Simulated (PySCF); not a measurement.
carbon tetrabromide (CBr₄), SMILES BrC(Br)(Br)Br. Atoms are numbered in the order given.

```xyz
5

Br     1.1170     1.1170     1.1170
C      0.0000     0.0000     0.0000
Br    -1.1170     1.1170    -1.1170
Br    -1.1170    -1.1170     1.1170
Br     1.1170    -1.1170    -1.1170
```
Charge 0, spin multiplicity 1.

Geometry: PBE0-D3(BJ)/def2-SVP.

These are PBE/def2-TZVP (PySCF) values and carry that method's errors.

Isolated molecule, no solvent.

The total energy comes out as -10333.12875 hartree and the point group is Td. The highest occupied level is -6.95 eV and the lowest empty level is -3.46 eV. The orbital gap is 3.50 eV. The dipole moment comes out as 0.00 D. The quadrupole, principal values (traceless, Buckingham form, about the centre of nuclear charge) comes out as 0.00, 0.00, 0.00 D·Å and the mean static polarisability comes out as 93.0 bohr³ (13.79 Å³). The polarisability, principal values is 93.0, 93.0, 93.0 bohr³.
